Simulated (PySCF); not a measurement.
Compound: C9H10.
SMILES with atom numbers: `[CH:1]#[C:2]/[C:3]([CH3:4])=[C:5]1/[CH2:6][CH2:7][C:8]1=[CH2:9]` (hydrogens: H10 on C1; H11, H12, H13 on C4; H14, H15 on C6; H16, H17 on C7; H18, H19 on C9)

The same species was optimised twice, with GFN2-xTB and with PBE0-D3(BJ)/def2-SVP (PySCF), and the same property calculations (PySCF, gas phase) were run on both structures.

| coordinate | GFN2-xTB | PBE0-D3(BJ)/def2-SVP | change |
| --- | --- | --- | --- |
| C1≡C2 (Å) | 1.202 | 1.216 | +0.014 |
| C3=C5 (Å) | 1.340 | 1.353 | +0.013 |
| C8=C9 (Å) | 1.325 | 1.338 | +0.013 |
| C5–C8 (Å) | 1.457 | 1.469 | +0.012 |
| C2–C3 (Å) | 1.413 | 1.424 | +0.011 |
| C6–C7 (Å) | 1.544 | 1.554 | +0.010 |
| C7–C8 (Å) | 1.512 | 1.521 | +0.009 |
| C5–C6 (Å) | 1.509 | 1.516 | +0.007 |
| C3–C4 (Å) | 1.501 | 1.502 | +0.001 |
| C2–C3–C4 (°) | 115.9 | 117.2 | +1.3 |
| C1–C2–C3 (°) | 176.8 | 177.9 | +1.1 |
| C2–C3–C5 (°) | 121.4 | 120.5 | -0.9 |
| C4–C3–C5 (°) | 122.8 | 122.3 | -0.5 |
| C3–C5–C6 (°) | 132.9 | 132.7 | -0.2 |
| C7–C8–C9 (°) | 133.6 | 133.8 | +0.2 |
| C5–C8–C7 (°) | 91.5 | 91.3 | -0.2 |
| C3–C5–C8 (°) | 135.2 | 135.3 | +0.1 |

Rotational constants: A = 2452, B = 1408, C = 909.7 MHz (GFN2-xTB) against A = 2392, B = 1403, C = 899.2 MHz (PBE0-D3(BJ)/def2-SVP).

On the GFN2-xTB structure: HOMO (eV) -6.18 [PBE0/pcSseg-1]; LUMO (eV) -1.38 [PBE0/pcSseg-1]; dipole (D) 0.86 [PBE0/pcSseg-1]; GIAO shielding of C1 (ppm) 91.9 [PBE0/pcSseg-1]; GIAO shielding of C2 (ppm) 98.0 [PBE0/pcSseg-1]; GIAO shielding of C3 (ppm) 70.7 [PBE0/pcSseg-1]; GIAO shielding of C4 (ppm) 164.8 [PBE0/pcSseg-1]; GIAO shielding of C5 (ppm) 31.8 [PBE0/pcSseg-1]; GIAO shielding of C6 (ppm) 158.8 [PBE0/pcSseg-1]; GIAO shielding of C7 (ppm) 158.8 [PBE0/pcSseg-1]; GIAO shielding of C8 (ppm) 34.1 [PBE0/pcSseg-1].

Q: What do these properties become on the PBE0-D3(BJ)/def2-SVP structure?

A: 
```tsv
property	level	on GFN2-xTB	on PBE0-D3(BJ)/def2-SVP	change
HOMO (eV)	PBE0/pcSseg-1	-6.18	-6.17	+0.01
LUMO (eV)	PBE0/pcSseg-1	-1.38	-1.44	-0.06
dipole (D)	PBE0/pcSseg-1	0.86	0.87	+0.01
energy, GFN2-xTB geometry as zero (kcal/mol)	PBE0/pcSseg-1	0.0	-0.4	-0.4
GIAO shielding of C1 (ppm)	PBE0/pcSseg-1	91.9	89.8	-2.1
GIAO shielding of C2 (ppm)	PBE0/pcSseg-1	98.0	97.2	-0.8
GIAO shielding of C3 (ppm)	PBE0/pcSseg-1	70.7	68.3	-2.4
GIAO shielding of C4 (ppm)	PBE0/pcSseg-1	164.8	163.6	-1.2
GIAO shielding of C5 (ppm)	PBE0/pcSseg-1	31.8	27.7	-4.1
GIAO shielding of C6 (ppm)	PBE0/pcSseg-1	158.8	155.8	-3.0
GIAO shielding of C7 (ppm)	PBE0/pcSseg-1	158.8	155.7	-3.1
GIAO shielding of C8 (ppm)	PBE0/pcSseg-1	34.1	30.9	-3.2
```

The heavy atoms differ by 0.019 Å rms after alignment. Among bonds between heavy atoms C1≡C2, C3=C5 and C8=C9 change most and about equally (+0.013 to +0.014 Å). Changes are differences of the printed values. Neither structure is proved a minimum here.
